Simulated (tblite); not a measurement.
C₇H₁₀OSi.
Geometry (GFN2-xTB, Å), atoms numbered from 1 in this order:
```
atom  x, y, z in Å
C1    -2.3918    2.4035    0.1772
C2    -1.7424    1.4173   -0.0308
C3    -0.9583    0.2541   -0.2709
Si4   -1.5950   -1.3817    0.4830
C5    -0.2140    0.1839   -1.5601
C6     0.5515    0.4791   -0.2893
C7     1.3530   -0.6048    0.2789
C8     2.7736   -0.2726    0.6468
O9     0.8794   -1.7124    0.4508
H10   -2.9773    3.2543    0.3595
H11   -1.3998   -2.4942   -0.4357
H12   -1.1599   -1.5404    1.8655
H13   -3.0488   -1.1270    0.5433
H14   -0.0630   -0.7880   -2.0068
H15   -0.3062    0.9940   -2.2709
H16    0.9347    1.4854   -0.1704
H17    2.7705    0.4458    1.4652
H18    3.2823    0.1832   -0.2003
H19    3.3016   -1.1702    0.9579
```

Level: GFN2-xTB in tblite, geometry and Hessian alike; calculated harmonic values, unscaled, isolated species. Errors from tens to a few hundred cm⁻¹ against measured bands are possible. Modes of hydrogen on silicon can be 10 to 20 % off. One conformer, not necessarily the lowest.

Harmonic wavenumbers (cm⁻¹): 76.9, 92.3, 111.4, 122.2, 150.1, 214.5, 275.9, 290.0, 320.3, 355.4, 410.3, 455.7, 533.1, 567.2, 579.6, 596.4, 618.3, 652.6, 658.3, 727.5, 832.2, 853.4, 884.1, 888.9, 903.4, 954.4, 980.8, 1010.0, 1022.0, 1063.1, 1076.2, 1168.2, 1198.7, 1270.9, 1366.6, 1380.6, 1450.2, 1452.1, 1456.0, 1699.0, 2161.4, 2271.7, 2303.0, 2328.5, 3017.5, 3028.9, 3045.4, 3055.4, 3066.9, 3087.0, 3396.9.

A = 2078, B = 1095, C = 849.4 MHz; mass 138.050 u (most abundant isotopes); point group C1, symmetry number 1.

Task: Zero-point energy?

Result: ½Σν̃ = 30741 cm⁻¹ = 367.74 kJ/mol.

Task: Entropy at 350 K, 1 bar (ideal gas, RRHO, classical rotation)?

Result: Translation 173.64, rotation 125.42, vibration 153.82: S = 452.9 J/(mol K).

Task: And Cp and H(350 K) − H(0)?

Result: Cp = 202.40 J/(mol K), of which vibrations give 169.15 (their classical limit is 51 R = 424.0); H(350 K) − H(0) = 41.18 kJ/mol without the zero-point energy, 29.54 from vibrations.

Task: Blend soft modes into free rotors: weight 1/[1 + (100 cm⁻¹/ν̃)⁴] for the oscillator and the rest for a rotor with moment μB/(μ + B), μ = h/(8π²ν), B = 10⁻⁴⁴ kg m². What vibrational entropy results?

Result: 146.70 J/(mol K) in place of 153.82, which changes −T·S at 350 K by +2.49 kJ/mol.

Task: How do the functions run with temperature in this model?

Result: 
```
 T (K)  S (J/(mol K))  Cp (J/(mol K))  H − H(0) (kJ/mol)  G − H(0) (kJ/mol)  ln q(vib)
    50          243.2            53.9               1.99             -10.17       0.28
   100          289.3            81.1               5.39             -23.54       1.35
298.15          422.3           179.4              31.27             -94.63       6.85
373.15          466.2           212.0              45.98            -127.97       9.02
   500          534.7           256.7              75.83            -191.52      12.67
   750          651.1           316.7             148.11            -340.22      19.54
  1000          747.9           355.2             232.42            -515.44      25.83
```

q(vib) and H(0) count from the zero-point level.

Task: Which modes carry the vibrational entropy at 350 K?

Result: 76.9 cm⁻¹: 17.92; 92.3 cm⁻¹: 16.42; 111.4 cm⁻¹: 14.88; 122.2 cm⁻¹: 14.13; 150.1 cm⁻¹: 12.46; 214.5 cm⁻¹: 9.62 J/(mol K); the other 45 give 68.39 together.

Hindered rotation and anharmonicity are outside this model. Other conformers, if any are populated, would add a mixing term that is left out. The structure is chiral; the term R ln 2 for an equal mix with its mirror image is left out.
